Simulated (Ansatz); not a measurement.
AlBGeH₆, SMILES `[AlH2][BH][GeH3]`. Total charge 0; spin multiplicity 1.

```tsv
atom	x (Å)	y (Å)	z (Å)
Al1	1.2557	1.6588	0.0969
B2	0.6959	-0.3281	-0.3093
Ge3	-1.1801	-1.0965	0.0765
H4	0.9881	2.8143	-0.9658
H5	1.8962	2.0418	1.5041
H6	1.4331	-1.1280	-0.8164
H7	-1.8815	-1.3107	-1.2830
H8	-2.0947	-0.1846	0.9179
H9	-1.1127	-2.4670	0.7790
```

**Question.** List the harmonic frequencies (cm⁻¹, unscaled) at PBE0-D4/def2-TZVP in Ansatz. (An estimate is asked.)

**Answer.** Ansatz gave: 40, 93, 170, 300, 385, 417, 473, 613, 660, 677, 754, 806, 851, 887, 893, 1896, 1902, 2113, 2128, 2132, 2597.

**Question.** Is this a minimum?

**Answer.** Yes, all 21 modes are real.

**Question.** Give the ideal-gas thermochemistry at 298.15 K and 1 bar (rigid rotor, harmonic oscillator; point group C1, symmetry number 1).

**Answer.** Zero-point energy 124.3 kJ/mol; H(298) − E = 145.4 kJ/mol; entropy 350.6 J/(mol·K), of which translation 168.2, rotation 109.5, vibration 72.8; G(298) − E = 40.9 kJ/mol. Modes under 100 cm⁻¹ are hindered rotations or soft bends, so the harmonic entropy is rough.

**Question.** Rotational constants (cm⁻¹)?

**Answer.** 0.706, 0.05435, 0.05264.
